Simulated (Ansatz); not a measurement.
Isomers of Cu5H5 (singlet), relaxed with PBE-D4/def2-SVP; total energies from Ansatz at PBE0-D4/def2-TZVP.

| isomer | description | energy (Eh) |
| --- | --- | --- |
| A | point group D5h; 10 × Cu–H 1.61 Å | -8204.53774 |
| B | point group Cs; 10 × Cu–H 1.52 to 1.71 Å | -8204.50252 |
| C | point group not assigned; 10 × Cu–H 1.61 to 1.62 Å | -8204.53686 |

The isomers come from a short search, and lower ones may exist.

Question: Work out the relative energies (1 Eh = 2625.5 kJ/mol) and the Boltzmann populations at 1200 K from electronic energies alone (R = 8.314 J/mol/K).

Answer: ΔE: A 0.0, B 92.5, C 2.3 kJ/mol. RT = 9.98 kJ/mol. Factors exp(−ΔE/RT): A 1, B 9.43e-05, C 0.794; sum 1.794. Populations: A 55.7 %, B 0.0 %, C 44.3 %. Zero-point energy, vibrational entropy and symmetry numbers are left out and can shift these; an error of 4 kJ/mol changes a ratio by a factor of 1.5. Over the other density-functional and correlated levels in def2 sets, the gap between A and C ranges from 1 to 3 kJ/mol.
